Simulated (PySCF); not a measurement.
Computed shifts of a molecule H7NO2Si2, PBE/pcSseg-1 run with PySCF, GIAO, gas phase, atoms alike by connectivity averaged where their shifts nearly agree, in ppm (number of nuclei): ¹⁵N: 50.2 (1). ²⁹Si: -17.5 (1), -123.3 (1). ¹H: 3.53 (3), 2.13 (2), 0.96 (2). References: ¹⁵N against NH3 (σ = 267.0 ppm); ²⁹Si against TMS (σ = 335.4 ppm); ¹⁷O against H2O (σ = 334.3 ppm); ¹H against TMS (σ = 31.49 ppm), references at their B3LYP-D3(BJ)/def2-TZVP geometries, non-relativistic. Geometry optimised at TPSSh-D3(BJ)/def2-SVP. The values are those of a single conformer.

**Question.** Pick the molecule that these values belong to.
A) O[SiH](O)N[SiH3]
B) N[Si@@H](O)[SiH2]O
C) N[Si](O)(O)[SiH3]
D) N[SiH2][SiH](O)O

**Answer.** C, N[Si](O)(O)[SiH3]
